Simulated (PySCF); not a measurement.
Sn(Cl)3, Cl3Sn (anion, charge -1), SMILES [Sn-]([Cl])([Cl])[Cl] (CAM-B3LYP/def2-SVP optimised geometry):

```
4

Sn    -1.075    -1.231     0.000
Cl    -1.411    -1.613     2.433
Cl     1.411    -1.231     0.000
Cl    -1.411     1.231     0.000
```

Computed with CAM-B3LYP/def2-TZVPD, def2 effective core potentials past Kr (PySCF).

Problem. What are the frontier orbital energies?

Solution. HOMO-2 -5.52 eV, HOMO-1 -5.44 eV, HOMO -3.99 eV, LUMO 3.67 eV, LUMO+1 3.79 eV.

On the same geometry PBE/def2-TZVPD, def2 effective core potentials past Kr (PySCF) gives HOMO-2 -2.81 eV, HOMO-1 -2.71 eV, HOMO -1.82 eV, LUMO 2.50 eV, LUMO+1 2.55 eV.
